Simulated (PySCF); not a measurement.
# Electric field gradients and quadrupole coupling constants

Compound: C6H10F2O2.
Geometry (GFN2-xTB, Å), atoms numbered from 1 in this order:
```
atom  x, y, z in Å
C1    -0.3009   -1.7629    1.3138
C2     0.4706   -0.7552    0.9331
O3     0.3363    0.0970   -0.1021
C4    -0.7397   -0.0810   -1.0271
C5    -2.0274    0.5296   -0.4803
C6    -0.3030    0.5982   -2.3198
O7     1.6157   -0.4941    1.6660
C8     2.3924    0.5489    1.2925
F9     3.2226    0.8189    2.3103
F10    3.1848    0.2316    0.2387
H11   -0.0117   -2.3424    2.1667
H12   -1.2007   -2.0331    0.8014
H13   -0.8755   -1.1558   -1.2042
H14   -2.2875    0.0872    0.4776
H15   -2.8407    0.3589   -1.1797
H16   -1.8993    1.6007   -0.3442
H17   -0.1548    1.6611   -2.1482
H18   -1.0636    0.4633   -3.0832
H19    0.6330    0.1700   -2.6679
H20    1.8443    1.4698    1.0279
```

Field gradients from the PBE0/pcSseg-1 density (PySCF, non-relativistic), principal values in atomic units, ordered |Vxx| ≤ |Vyy| ≤ |Vzz|:

```tsv
atom	Vxx	Vyy	Vzz
O3	-0.3138	-1.5611	1.8748
O7	-0.2864	-1.6087	1.8951
```

**Question.** Find the asymmetry η = (Vxx − Vyy)/Vzz and the couplings χ = eQV/h (234.96 MHz × Q in barn × V in au), with Q(17O) = −0.0256 b.

**Answer.** 
| atom | environment | nucleus | η | χzz (MHz) | χxx (MHz) | χyy (MHz) |
| --- | --- | --- | --- | --- | --- | --- |
| O3 | ether oxygen | 17O | 0.67 | -11.28 | 1.89 | 9.39 |
| O7 | ether oxygen | 17O | 0.70 | -11.40 | 1.72 | 9.68 |

The tensor is traceless: Vxx + Vyy + Vzz = 0.

**Question.** What is Vzz at O7 in SI units (1 au = 9.71736 × 10²¹ V/m²)?

**Answer.** 1.8951 au = 18.415 × 10²¹ V/m².

**Question.** And the gradient at the other heavy atoms, for which no coupling is worked out here?

**Answer.** 
| atom | environment | Vzz (au) | η |
| --- | --- | --- | --- |
| C1 | terminal =CH2 carbon | 0.035 | 0.85 |
| C2 | vinylic carbon bearing oxygen | 0.317 | 0.83 |
| C4 | sp3 carbon bound to oxygen | 0.487 | 0.10 |
| C5 | methyl carbon | 0.074 | 0.36 |
| C6 | methyl carbon | 0.085 | 0.30 |
| C8 | CHF2 carbon | -0.442 | 0.37 |
| F9 | fluorine of a CF2 group | 2.968 | 0.05 |
| F10 | fluorine of a CF2 group | 2.877 | 0.06 |

**Question.** What couplings would deuterons (Q(2H) = 0.00286 b) have in place of the hydrogens, at this geometry?

**Answer.** 
| atom | bonded to | bond length (Å) | Vzz (au) | η | χzz (kHz) |
| --- | --- | --- | --- | --- | --- |
| H11 | C1 | 1.071 | 0.3511 | 0.10 | 236 |
| H12 | C1 | 1.070 | 0.3552 | 0.10 | 239 |
| H13 | C4 | 1.098 | 0.2796 | 0.07 | 188 |
| H14 | C5 | 1.087 | 0.3122 | 0.03 | 210 |
| H15 | C5 | 1.086 | 0.3169 | 0.03 | 213 |
| H16 | C5 | 1.087 | 0.3138 | 0.02 | 211 |
| H17 | C6 | 1.087 | 0.3143 | 0.03 | 211 |
| H18 | C6 | 1.086 | 0.3167 | 0.03 | 213 |
| H19 | C6 | 1.087 | 0.3139 | 0.03 | 211 |
| H20 | C8 | 1.104 | 0.2567 | 0.03 | 172 |

Geometry: GFN2-xTB, one conformer, isolated molecule. GFN2-xTB bond lengths can be off by several hundredths of an ångström, more for odd bonds, and the gradients follow them. These gradients aren't converged with respect to the basis.
